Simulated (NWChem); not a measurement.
Molecule: GeSiH$_{5}$Cl; SMILES [GeH3][SiH2]Cl

```xyz
8

Si     0.8806     0.7200     0.0335
Cl    -0.5419     2.1638    -0.4863
Ge    -0.1894    -1.4163     0.0080
H      2.0070     0.7842    -0.9600
H      1.4173     1.0521     1.3979
H      0.8168    -2.5373     0.3871
H     -0.7513    -1.7046    -1.4079
H     -1.3604    -1.4287     1.0238
```
Atoms are numbered in this order, from 1.

Level: PBE-D3(BJ)/def2-SVP (NWChem), optimised geometry, unscaled harmonic frequencies. 

Q: List the harmonic frequencies with IR intensities, and the thermochemistry.

A: 
```
frequency (cm⁻¹)  IR intensity (km/mol)
----------------  ---------------------
99                                  0.1
102                                 2.0
335                                 5.1
339                                14.5
451                                18.2
535                                49.3
542                                 0.3
675                                 5.0
742                               333.3
808                                40.7
851                                24.8
854                                38.8
907                                87.2
2068                               73.4
2087                               79.4
2093                               77.2
2159                               84.2
2172                               98.8
```

- zero-point energy: 25.5 kcal/mol
- thermal correction to the enthalpy at 298.15 K (with zero-point energy): 29.9 kcal/mol
- heat capacity Cv: 20.7 cal/(mol K)
- entropy at 298.15 K and 1 atm (symmetry number 1): 80.5 cal/(mol K)
- dipole moment: 1.27 D

Rigid rotor and harmonic oscillator; modes under 100 cm⁻¹ make the entropy uncertain.
